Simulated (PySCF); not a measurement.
**Assigning NMR signals**

Numbering as in the mapped SMILES `[F:1][C@@H:2]1[CH2:3][CH2:4][SiH2:5][SiH2:6][Si@H:7]1[PH2:8]`. Each H is labelled by its parent atom. Ha(C3), Ha(C4), Ha(Si5), Ha(Si6) are cis to F1 on the ring; Hb(C3), Hb(C4), Hb(Si5), Hb(Si6) are trans to F1 on the ring.

Fast rotation and ring inversion assumed for equivalent nuclei, no relativistic terms, in vacuum, single conformer. Shielding tensors at PBE0/pcSseg-1 (GIAO); structure optimised with GFN2-xTB; PySCF 2.14.

Scale: ¹³C and ¹H vs TMS (reference shieldings calculated alike).

**Question.** Assign these signals to the numbered atoms. ¹³C{¹H} NMR (computed): δ 91.9 (CH), 30.3 (CH2), 4.2 (CH2).

**Answer.** 
| δ (ppm) | atoms | environment | reason |
| --- | --- | --- | --- |
| 91.9 | C2 | sp3 CH bonded to F and Si | pulled downfield by the heteroatom |
| 30.3 | C3 | sp3 CH2 in a ring | aliphatic region, no heteroatom directly attached |
| 4.2 | C4 | sp3 CH2 bonded to Si | an electropositive neighbour leaves it electron-rich and shielded |

**Question.** Assign these signals to the numbered atoms. ¹H NMR (500 MHz, computed): δ 5.21 (m, 1H), 5.02 (m, 1H), 4.11 (m, 1H), 4.11 (m, 1H), 3.79 (m, 1H), 3.33 (m, 1H), 2.65 (m, 1H), 2.12 (m, 1H), 1.46 (m, 1H), 1.19 (m, 2H), 1.03 (m, 1H).

**Answer.** 
5.21 → H(C2), hydrogen on an sp3 CH bonded to F and Si: its carbon carries F, which withdraws density
5.02 → H(Si7), hydrogen on a silicon bonded to C, P, Si, in a 6-membered ring
4.11 → Hb(Si5), hydrogen on a silicon bonded to C, Si, in a 6-membered ring
4.11 → Ha(Si5), hydrogen on a silicon bonded to C, Si, in a 6-membered ring
3.79 → Ha(Si6), hydrogen on a silicon bonded to 2 Si, in a 6-membered ring
3.33 → Hb(Si6), hydrogen on a silicon bonded to 2 Si, in a 6-membered ring
2.65 → Ha(C3), hydrogen on an sp3 CH2 in a ring
2.12 → Hb(C3), hydrogen on an sp3 CH2 in a ring
1.46 → Ha(C4), hydrogen on an sp3 CH2 bonded to Si
1.19 → H(P8), hydrogen on a phosphorus bonded to Si
1.03 → Hb(C4), hydrogen on an sp3 CH2 bonded to Si

Hb(Si5) and Ha(Si5) lie closer than the usual error of such a calculation, so a measured spectrum could show them in the other order.

Splittings by ¹⁹F and ³¹P in the carbon and heteronuclear signals aren't shown, as no couplings were computed. Shifts are as computed. Against solution values, carbons near 30 ppm lie about +3 ppm off and those near 130 ppm about +5 ppm. Of 1211 compounds with measured shifts, 218 miss one by over three times the rms of a fit or turn the order of signals round; such compounds aren't used in these exercises. No couplings were computed; multiplicities are counted from neighbouring protons, with m where these are inequivalent, close in shift, in a saturated or five-membered ring or joined by F or P, and br s for small geminal =CH2 splittings.
